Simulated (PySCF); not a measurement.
**`CC#C[Si@@H]1C[Si@H](F)[SiH2]1`: 4 charge schemes on one density**

C4H9FSi3.
Geometry (GFN2-xTB, Å), atoms numbered from 1 in this order:
```xyz
17
C4H9FSi3 angstrom
C      3.7575   -0.3340   -0.5622
C      2.4436    0.0576   -0.1024
C      1.3514    0.3845    0.2908
Si    -0.3491    0.8557    0.8320
C     -1.3965   -0.7403    1.1908
Si    -2.7269   -0.6973   -0.1992
F     -2.3642   -1.8681   -1.2696
Si    -1.9016    1.3750   -0.8636
H      4.3315    0.5476   -0.8481
H      4.2888   -0.8603    0.2308
H      3.6676   -0.9935   -1.4252
H     -0.1720    1.6846    2.0386
H     -0.7980   -1.6502    1.1665
H     -1.8413   -0.7105    2.1853
H     -4.0669   -1.1190    0.1982
H     -1.4365    1.5581   -2.2452
H     -2.7947    2.5221   -0.6273
```

Density: PBE0/pcSseg-1 (PySCF); schemes: Mulliken, IAO, Hirshfeld and ESP-fitted. Isolated species at its GFN2-xTB geometry, gas phase. GFN2-xTB frequencies show an imaginary mode (25i cm⁻¹), so this geometry is no minimum at that level.

What partial charge does each atom carry?

In e:

| atom | environment | Mulliken | IAO | Hirshfeld | ESP-fitted |
| --- | --- | --- | --- | --- | --- |
| C1 | propargylic carbon | -0.162 | -0.440 | -0.092 | -0.570 |
| C2 | alkyne carbon | -0.138 | +0.007 | -0.023 | +0.264 |
| C3 | alkyne carbon | -0.393 | -0.372 | -0.189 | -0.496 |
| Si4 | SiH silicon | +0.560 | +0.642 | +0.287 | +0.477 |
| C5 | sp3 carbon bound to silicon | -0.884 | -0.844 | -0.258 | -0.468 |
| Si6 | fluorine-bound silicon | +0.895 | +0.953 | +0.357 | +0.558 |
| F7 | silicon-bound fluorine | -0.431 | -0.541 | -0.217 | -0.309 |
| Si8 | SiH2 silicon | -0.084 | +0.096 | +0.146 | -0.053 |
| H9 | methyl hydrogen | +0.154 | +0.176 | +0.064 | +0.191 |
| H10 | methyl hydrogen | +0.154 | +0.176 | +0.064 | +0.193 |
| H11 | methyl hydrogen | +0.155 | +0.177 | +0.065 | +0.195 |
| H12 | Si–H hydrogen | -0.046 | -0.098 | -0.071 | -0.087 |
| H13 | methylene hydrogen | +0.187 | +0.177 | +0.043 | +0.147 |
| H14 | methylene hydrogen | +0.169 | +0.165 | +0.039 | +0.106 |
| H15 | Si–H hydrogen | -0.096 | -0.125 | -0.074 | -0.103 |
| H16 | Si–H hydrogen | -0.011 | -0.067 | -0.065 | 0.000 |
| H17 | Si–H hydrogen | -0.030 | -0.081 | -0.076 | -0.046 |

Mean size of the charges over all atoms: IAO 0.302 e, Mulliken 0.268 e, ESP-fitted 0.251 e, Hirshfeld 0.125 e. Each set sums to the total charge, 0, to within 0.001 e. The IAO scheme projects the occupied orbitals on a minimal set of polarised atomic orbitals and counts the electrons in each atom's part of it.

Lowest charge. The schemes don't all agree: Mulliken C5 (-0.884); IAO C5 (-0.844); Hirshfeld C5 (-0.258); ESP-fitted C1 (-0.570).

Highest charge. All schemes agree: Mulliken Si6 (+0.895); IAO Si6 (+0.953); Hirshfeld Si6 (+0.357); ESP-fitted Si6 (+0.558).

How many electrons does the Mulliken scheme count on C2?

Z − q = 6 − (-0.138) = 6.138.

How closely do the schemes follow one another over all atoms?

Correlation coefficient and root-mean-square difference: Mulliken with IAO 0.97, 0.099 e; IAO with Hirshfeld 0.96, 0.262 e; Mulliken with Hirshfeld 0.92, 0.240 e; IAO with ESP-fitted 0.92, 0.173 e; Hirshfeld with ESP-fitted 0.86, 0.195 e; Mulliken with ESP-fitted 0.85, 0.197 e.

Sum the charges by element, for elements with more than one atom.

```json
{"element": "C", "atoms": "4", "Mulliken": "-1.577", "IAO": "-1.649", "Hirshfeld": "-0.562", "ESP-fitted": "-1.270"}
{"element": "Si", "atoms": "3", "Mulliken": "+1.372", "IAO": "+1.691", "Hirshfeld": "+0.789", "ESP-fitted": "+0.982"}
{"element": "H", "atoms": "9", "Mulliken": "+0.636", "IAO": "+0.498", "Hirshfeld": "-0.011", "ESP-fitted": "+0.596"}
```

These values come from a run that also computed NMR shieldings. Time: 46 s wall; peak memory 0.91 GiB. Hardware: one thread, Arm Neoverse V2 (aarch64), on a shared host.
